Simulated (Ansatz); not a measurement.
System: 1-fluorobutane, C4H9F (charge 0, singlet). 
Structure (B3LYP-D3(BJ)/def2-TZVP (Ansatz, an electronic-structure program) minimum search):
```xyz
14

C      2.3825    -0.0633     0.1131
C      0.9360    -0.5022    -0.0928
C     -0.0194     0.6772    -0.2610
C     -1.4626     0.2688    -0.4475
F     -1.9331    -0.3902     0.6964
H      2.7424     0.5242    -0.7353
H      2.4809     0.5554     1.0083
H      3.0459    -0.9220     0.2286
H      0.6081    -1.1071     0.7555
H      0.8683    -1.1463    -0.9758
H      0.0489     1.3417     0.6059
H      0.2721     1.2722    -1.1342
H     -2.1090     1.1347    -0.6063
H     -1.5790    -0.4245    -1.2850
```
Charge 0, spin multiplicity 1.

Wanted: atomisation energy (electronic, to ground-state atoms), in kcal/mol. Valence correlation only, unless marked. Open shells are spin-unrestricted. Spin-orbit coupling is left out. No relativistic terms. The coupled-cluster limit lacks core correlation, which all-electron functionals hold. CBS(X,Y): correlation extrapolated as X^-3; Hartree-Fock from the larger set. The bracket is a focal-point correction in the basis named.

| level | program | atomisation energy (kcal/mol) |
|---|---|---|
| HF/cc-pVTZ | Ansatz | 988.2 |
| BLYP/def2-TZVPD | Ansatz | 1290.6 |
| LC-wPBE-D3(BJ)/def2-TZVPD | Ansatz + dftd3 | 1313.2 |
| B2PLYP-D4/def2-TZVPD | Ansatz + dftd4 | 1296.2 |
| B2PLYP/def2-TZVPD | Ansatz | 1292.7 |
| MP2/6-31G* | Ansatz | 1215.7 |
| MP2/aug-cc-pVDZ | Ansatz | 1247.9 |
| MP2/aug-cc-pVTZ | Ansatz | 1300.6 |
| MP2/cc-pVTZ | Ansatz | 1294.4 |
| MP2/CBS(cc-pVTZ,cc-pVQZ) | Ansatz | 1323.0 |
| SCS-MP2/6-31G* | Ansatz | 1206.4 |
| SCS-MP2/aug-cc-pVDZ | Ansatz | 1240.7 |
| CCSD/cc-pVDZ | Ansatz | 1210.8 |
| RI-MP2/CBS(cc-pVTZ,cc-pVQZ)+[CCSD(T)-MP2]/cc-pVTZ | Ansatz | 1309.7 |
| CCSD(T)/CBS(cc-pVTZ,cc-pVQZ) | Ansatz | 1307.9 |
